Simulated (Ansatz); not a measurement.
Basis-set extrapolation for CH6ClFSi2, SMILES `F[SiH2]C[SiH2]Cl` (PBE0-D4/def2-TZVP geometry, frozen core, the Gaussian-basis code of Ansatz). Multiplicity 1, RHF reference.

|  | def2-TZVPP | def2-QZVPP |
| --- | --- | --- |
| HF | -1178.399564 | -1178.437568 |
| MP2 correlation | -0.858875 | -0.933244 |
| CCSD(T) correlation | -0.948900 | not run |

Energies in hartree. Use E(X) = E(∞) + A·exp(−7.88·√X) for Hartree–Fock and E(X) = E(∞) + B·X^(−2.97) for correlation, with X = 3 and 4, and add CCSD(T) minus MP2 of the smaller set to the MP2 limit.

Question: What is the CCSD(T) energy at the basis-set limit?

Answer: HF limit: -1178.437568 + (-0.038004) × 0.13774 = -1178.44280. MP2 limit: -0.933244 + (-0.074369) × 0.74074 = -0.98833. Higher-order term: -0.948900 − (-0.858875) = -0.09002. Total: -1179.52115 hartree, 108.4 kcal/mol below CCSD(T)/def2-TZVPP.
